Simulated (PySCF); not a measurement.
Problem. What does the PBE0-D3(BJ)/def2-SVP structure of `CS[SiH2][Se]C` look like in three dimensions?

Solution. 
Z-matrix in Å and degrees, rows numbered from 1:
```
C 
S   1  1.8222
Si  2  2.1330  1  100.47
Se  3  2.2827  2  109.77  1    59.18
C   4  1.9576  3   98.23  2  -141.60
H   1  1.0991  2  110.72  3   -50.38
H   1  1.0980  2  106.71  3  -169.24
H   1  1.0992  2  111.07  3    72.09
H   3  1.4911  2  104.33  1  -178.55
H   3  1.4980  2  113.21  1   -59.09
H   5  1.0979  4  106.30  3   169.23
H   5  1.0969  4  110.97  3   -72.07
H   5  1.0976  4  110.66  3    50.72
```

Si3 (SiH2 silicon) is distorted tetrahedral (angles from 104.3° to 113.8°). S2 (sulfur bonded to C and Si) is bent (angle 100.5°). Of the pairs four or more bonds apart, Se4···H6 is among the closest relative to their van der Waals radii: 3.10 Å, 100 % of the sum of Bondi's values. Se4 (selenium bonded to C and Si) is bent (angle 98.2°).

The calculation used PBE0-D3(BJ)/def2-SVP geometry optimisation, gas phase (PySCF 2.14.0).

Point group: C1 (no symmetry element, even within 0.4 Å). No PBE0-D3(BJ)/def2-SVP frequencies stand behind this structure, so it isn't proved a minimum. The numbers are those of one conformer (C1–S2–Si3–Se4 59°, S2–Si3–Se4–C5 -142°).
